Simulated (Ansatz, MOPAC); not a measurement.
Lewis adduct: C2H5Ga (SMILES C=[CH][GaH2]) (first 8 atoms) with H2O (SMILES O); geometry from B3LYP-D3(BJ)/def2-TZVP, rigid monomers moved along the line of their centres of mass till Ga3···O9 is 3.12 Å.
(charge 0, multiplicity 1):
```xyz
11

C     -2.098     0.726     0.840
C     -0.801     0.968     0.638
Ga     0.586    -0.448     0.787
H     -2.467    -0.276     1.048
H     -2.859     1.501     0.791
H     -0.523     1.998     0.416
H      0.043    -1.934     0.807
H      2.090    -0.136     0.463
O      0.793    -0.280     3.895
H     -0.030     0.213     4.022
H      0.680    -1.131     4.336
```

Interaction energies are E(AB) − E(A) − E(B) at the monomers' geometry in the complex; basis-set methods are counterpoise corrected.

The state that AM1 reach isn't checked.

Codes used: Ansatz (Gaussian orbitals); MOPAC for AM1 (differences of heats of formation). 

Q: One of these levels gives -5.40 kcal/mol for the interaction energy. Which one is it?
A. PBE/def2-TZVPPD
B. AM1
C. B3LYP/def2-TZVPPD

A: A, PBE/def2-TZVPPD. The others give -6.36 (AM1), -4.76 (B3LYP/def2-TZVPPD)

Ansatz is a first-principles code.
